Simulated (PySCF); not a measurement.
## How the method moves the HOMO and LUMO of `CB(N)C(C)C`

C4H12BN.
Numbering: `[CH3:1][B:2]([NH2:3])[CH:4]([CH3:5])[CH3:6]` (hydrogens: H7, H8, H9 on C1; H10, H11 on N3; H12 on C4; H13, H14, H15 on C5; H16, H17, H18 on C6)

Structure used (PBE0-D3(BJ)/def2-SVP), in Å, numbered top down from 1:
```
atom  x, y, z in Å
C1     1.529    0.645   -1.038
B2     1.020    0.007    0.318
N3     1.935   -0.263    1.342
C4    -0.522   -0.337    0.550
C5    -1.381    0.930    0.519
C6    -1.024   -1.359   -0.473
H7     1.004    1.593   -1.244
H8     2.611    0.850   -1.059
H9     1.297   -0.017   -1.889
H10    1.664   -0.671    2.227
H11    2.925   -0.069    1.268
H12   -0.628   -0.789    1.555
H13   -2.441    0.705    0.726
H14   -1.340    1.417   -0.469
H15   -1.049    1.671    1.264
H16   -0.976   -0.955   -1.497
H17   -0.429   -2.285   -0.457
H18   -2.075   -1.637   -0.284
```

Basis pcSseg-1 throughout (PySCF), one geometry. The structure is a single PBE0-D3(BJ)/def2-SVP conformer in the gas phase; no vibrational or solvent corrections.

Problem. How do the orbital energies, the gap and the dipole change with the method?

Solution. 
```
  method           kind  HOMO (eV)  LUMO (eV)  gap (eV)  μ (D)  SCF cycles
    BLYP            GGA      -6.34       0.33      6.67   1.60          14
    OPBE            GGA      -6.38       0.33      6.70   1.55          14
     PBE            GGA      -6.42       0.17      6.60   1.60          14
   B97-D            GGA      -6.44       0.34      6.79   1.55          14
     LDA            LDA      -6.49      -0.05      6.43   1.61          13
    BP86            GGA      -6.53       0.11      6.64   1.59          13
     KT2            GGA      -6.53       0.10      6.63   1.56          14
     KT3            GGA      -6.57       0.19      6.77   1.55          14
   B3LYP  global hybrid      -7.58       0.96      8.54   1.55          12
    PBE0  global hybrid      -7.77       1.19      8.97   1.53          12
mPW1PW91  global hybrid      -7.81       1.19      9.00   1.52          12
      HF   Hartree–Fock     -11.08       4.14     15.22   1.40           9
```

The HOMO spans 4.75 eV, from BLYP down to HF, and the gap runs from 6.43 eV (LDA) to 15.22 eV (HF). Over the methods BLYP (0 %), OPBE (0 %), PBE (0 %), B97-D (0 %), LDA (0 %), BP86 (0 %), KT2 (0 %), KT3 (0 %), B3LYP (20 %), PBE0 (25 %), mPW1PW91 (25 %), HF (100 %), a straight line through the gap against the share of exact exchange rises by 0.86 eV for each 10 % (correlation coefficient 0.999). The dipole ranges from 1.40 D (HF) to 1.61 D (LDA). This basis has no diffuse functions.

The vertical ΔSCF ionisation energy at wB97X-D/def2-SVPD is 9.85 eV; −ε(HOMO) comes closest to it with HF (11.08 eV).
